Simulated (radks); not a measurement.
Task: Species: Cs+. Configuration: [Xe] (the NIST ground configuration). All-electron calculation, Dirac Kohn-Sham, PBE, spin-unpolarised, spherical densities, finite nucleus; Fermi nuclear charge, rms radius 4.8041 fm. Program: a radial shooting solver on a logarithmic mesh with Libxc functionals.

Spin-orbit splittings of the eigenvalues, e(l+1/2) - e(l-1/2), with zeta = 2 splitting/(2l+1) and mean radii in bohr:

shell  occ.  splitting (eV)  zeta (eV)  <r> j=l-1/2  <r> j=l+1/2
2p        6           352.3      234.8      0.09403      0.09992
3p        6           67.51      45.00       0.2887       0.3005
3d       10           14.33      5.733       0.2714       0.2751
4p        6           13.77      9.179       0.7206       0.7481
4d       10               ?          ?       0.8307       0.8411
5p        6           1.648      1.098        2.009        2.101

Estimate the 4d splitting.

Result: 2.285 eV (zeta = 0.9139 eV).
